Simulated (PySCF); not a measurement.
Nb(S)(F)(NH2)2 (FH4N2NbS), SMILES [S]=[Nb]([F])([NH2])[NH2], multiplicity 1.

The structure is a stationary point at r2SCAN-D4/def2-SVP. The spin state was assumed, not searched. The structure was generated by enumeration; whether it is a known compound was not checked. The def2 effective core potentials stand for the cores of Nb; spin–orbit coupling is left out. One conformer was computed; it need not be the lowest.

All values below come from r2SCAN-D4/def2-SVP (PySCF).

Frequencies are harmonic and unscaled.

Computed vibrational spectrum:
```csv
mode,ν (cm⁻¹),IR (km/mol),Raman (Å⁴/amu),depolarisation,moving atoms (share of kinetic energy)
1,156,3.7,3.5,0.72,"F 39 %, S 30 %, Nb 15 %, N 9 %"
2,156,4.3,5.6,0.75,"H 38 %, N 29 %, S 24 %, Nb 9 %"
3,182,4.1,3.4,0.53,"N 41 %, F 24 %, H 19 %, Nb 11 %"
4,183,0.4,1.6,0.75,"F 45 %, N 20 %, H 18 %, Nb 15 %"
5,198,3.5,4.3,0.70,"N 56 %, H 27 %, Nb 10 %"
6,213,13.1,0.7,0.75,"H 69 %, N 17 %"
7,370,0.7,0.7,0.74,H 94 %
8,474,92.2,0.9,0.75,"H 79 %, N 21 %"
9,509,154.3,4.4,0.23,"H 64 %, N 18 %, S 15 %"
10,518,110.4,5.0,0.11,"H 61 %, S 19 %, N 17 %"
11,520,2.5,0.7,0.75,"H 81 %, N 19 %"
12,595,33.0,18.9,0.07,"S 37 %, H 26 %, Nb 15 %, N 13 %, F 8 %"
13,685,139.6,5.8,0.08,"F 62 %, Nb 17 %, N 14 %"
14,700,132.9,5.2,0.75,"N 65 %, Nb 21 %, H 13 %"
15,700,103.8,14.1,0.14,"N 58 %, Nb 18 %, F 12 %, H 11 %"
16,1490,41.7,13.2,0.75,"H 89 %, N 11 %"
17,1494,23.1,13.6,0.29,"H 89 %, N 11 %"
18,3527,119.0,87.2,0.75,H 96 %
19,3530,65.7,295.0,0.07,H 96 %
20,3633,34.0,55.6,0.75,"H 92 %, N 8 %"
21,3633,55.5,70.6,0.75,"H 92 %, N 8 %"
```
